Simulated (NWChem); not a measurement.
# SiBr₄; SMILES Br[Si](Br)(Br)Br

Program: NWChem. Pople sets run with spherical d functions. All runs use the structure optimised with B3LYP/6-31G* (spherical d). Level: PBE0/6-31G* with SMD (1 M gas to 1 M solution), gas-phase geometry. Reactions with the solvent are ignored.

```
solvent          dielectric constant  solvation free energy (kcal/mol)  cavity-dispersion-structure term (kcal/mol)
---------------  -------------------  --------------------------------  -------------------------------------------
water                           78.4                              -1.7                                         -1.5
acetone                         20.5                              -6.6                                         -6.4
diethyl ether                   4.24                              -7.1                                         -7.0
ethylene glycol                 40.2                              -4.8                                         -4.6
acetonitrile                    35.7                              -6.0                                         -5.8
dichloromethane                 8.93                              -7.2                                         -7.0
ethyl acetate                   5.99                              -6.6                                         -6.5
```
